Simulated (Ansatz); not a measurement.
CH₄F₂GeN, SMILES `C[NH][Ge]([F])[F]` radical: the same geometry under several functionals.

```yaml
crystal:
  periodic: [false, false, false]
  atoms:
    - {symbol: C, position_ang: [0.132645, -1.118830, 0.556534]}
    - {symbol: N, position_ang: [-0.468891, 0.178784, 0.309688]}
    - {symbol: Ge, position_ang: [0.442185, 1.472475, -0.633536]}
    - {symbol: F, position_ang: [-0.776827, 2.633252, -1.076116]}
    - {symbol: F, position_ang: [0.878944, 0.669902, -2.117030]}
    - {symbol: H, position_ang: [-0.660093, -1.844585, 0.760131]}
    - {symbol: H, position_ang: [0.830632, -1.134874, 1.400699]}
    - {symbol: H, position_ang: [0.661469, -1.450085, -0.337898]}
    - {symbol: H, position_ang: [-0.951566, 0.547661, 1.120427]}
basis:
  gaussian: {orbitals: def2-TZVPP}
magnetization: {spin_polarized: true, initial_magnetization: 1}
hamiltonian: {xc: {name: r2SCAN0}, dispersion: d4}
output: {orbitals: {seedname: orbitals}}
```

```sh
$ ansatz run in.yaml --threads 2 --pin off --events-out ev --progress --plain --max-ram 32768MiB --backend cpu
```

Output, abridged:

```
Functional definition: r2SCAN0
1284 factors; their error is unknown
mean field evaluation 1: about -64533.9734 eV, gradient 5.1e1 eV
mean field evaluation 2: about -64517.2564 eV, gradient 8.0e1 eV
mean field evaluation 4: about -64543.2874 eV, gradient 6.1e0 eV
mean field evaluation 8: about -64543.4200 eV, gradient 2.3e-1 eV
mean field evaluation 16: about -64543.7080 eV, gradient 3.3e-3 eV
mean field -64543.70801777 eV, -2371.9375203563 hartree, gradient 4.8e-5 eV, S^2 0.761039; 0 other end points of the search recorded, 0 dependent functions left out
reference -64543.70802688 eV, -2371.9375206913 hartree; 34, 33 occupied and 194, 195 virtual orbitals, 1284 factors
Total energy: -64543.75629656 eV, -2371.9392945694 hartree
```

It took 26 s on 2 threads of a server CPU on a shared host, with 0.86 GiB of host memory at the peak.

Changing it to `hamiltonian: {xc: {name: B97M-V}}` (abridged; 30 s):

```
Functional definition: B97M-V
mean field evaluation 16: about -64536.4064 eV, gradient 2.9e-3 eV
mean field -64536.40637518 eV, -2371.6691899406 hartree, gradient 8.2e-5 eV, S^2 0.754217
Total energy: -64536.40642634 eV, -2371.6691918204 hartree
```

With the line `hamiltonian: {xc: {name: BLYP}, dispersion: d4}` (abridged; 7.5 s):

```
Functional definition: BLYP
mean field evaluation 16: about -64549.4980 eV, gradient 1.2e-3 eV
mean field -64549.49798375 eV, -2372.1502976815 hartree, gradient 2.4e-5 eV, S^2 0.752362
Total energy: -64549.88081099 eV, -2372.1643663233 hartree
```

Changing it to `hamiltonian: {xc: lda}` (abridged; 4 s):

```
Functional definition: SPW92
mean field evaluation 16: about -64406.4233 eV, gradient 7.8e-4 eV
mean field -64406.42327154 eV, -2366.8923989874 hartree, gradient 2.7e-5 eV, S^2 0.751399
Total energy: -64406.42330367 eV, -2366.8924001682 hartree
```

Changing it to `hamiltonian: {xc: {name: r2SCANh}, dispersion: d4}` (abridged; 26 s):

```
Functional definition: r2SCANh
mean field evaluation 16: about -64544.6891 eV, gradient 3.3e-3 eV
mean field -64544.68911450 eV, -2371.9735749962 hartree, gradient 6.0e-5 eV, S^2 0.758616
Total energy: -64544.73274603 eV, -2371.9751784254 hartree
```

The same input with `hamiltonian: {xc: {name: CAM-B3LYP}, dispersion: d4}` (abridged; 23 s):

```
Functional definition: CAM-B3LYP
mean field evaluation 16: about -64550.0916 eV, gradient 9.7e-4 eV
mean field -64550.09158364 eV, -2372.1721120751 hartree, gradient 1.9e-5 eV, S^2 0.757775
Total energy: -64550.23735352 eV, -2372.1774690194 hartree
```
